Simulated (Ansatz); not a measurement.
Geometry optimisation, RKS B3LYP/6-31G* (Ansatz 0.2.0).

Input file:

```yaml
crystal:
  periodic: [false, false, false]
  atoms:
    - { symbol: B, position_ang: [0.0, 0.0, 0.0] }
    - { symbol: F, position_ang: [0.0, 0.0, 1.67] }
    - { symbol: H, position_ang: [1.0305, 0.0, -0.595] }
    - { symbol: F, position_ang: [-1.1431, 0.0, -0.66] }
    - { symbol: S, position_ang: [0.0915, -2.0763, 0.6906] }
    - { symbol: H, position_ang: [-0.666, -2.8867, -0.1635] }
    - { symbol: H, position_ang: [0.047, -1.0665, 1.6601] }
basis:
  gaussian: { orbitals: "6-31G*" }
hamiltonian:
  xc: b3lyp
relax:
  f_tol: 0.15
  max_steps: 25
  restrain:
    - { distance: [0, 4], at: 1.89, k: 30.0 }
    - { distance: [6, 1], at: 0.92, k: 30.0 }
    - { distance: [0, 1], at: 2.52, k: 30.0 }
    - { distance: [6, 4], at: 2.6, k: 30.0 }
```

Command:

```bash
$ ansatz run input.yaml --threads 1 --pin off --max-ram 2048MiB --backend cpu --events-out ev --progress --plain --runs-dir out
```

Where does it end, and by what steps?

The forces met the threshold. The restraints hold the end off the free minimum. After 9 steps the energy has fallen by 2.667 eV (the restraints' own energy left out); S5 moved furthest, 0.71 Å. Parted: S5–H7 (1.40 → 2.60 Å).

```
step  energy less start (eV)  largest force component (eV/Å)  accepted
   0                  0.0000                           5.068       yes
   1                 -1.2662                           3.769       yes
   2                 -1.7754                           3.513       yes
   3                 -2.3767                           1.320       yes
   4                 -2.5178                           1.268       yes
   5                 -2.4827                           1.635       yes
   6                 -2.6114                           0.550       yes
   7                 -2.6504                           0.876       yes
   8                 -2.6567                           0.648       yes
   9                 -2.6674                           0.589       yes
```

```xyz
7
Properties=species:S:1:pos:R:3
B 0.080 -0.506 -0.397
F -0.115 0.120 2.036
H 1.019 0.213 -0.467
F -1.127 -0.107 -0.760
S 0.353 -2.298 0.064
H -0.942 -2.671 -0.034
H 0.091 -0.781 2.159
```

The run took 26 s on 1 thread of Arm Neoverse V2, on a shared host, peak memory 0.14 GiB.
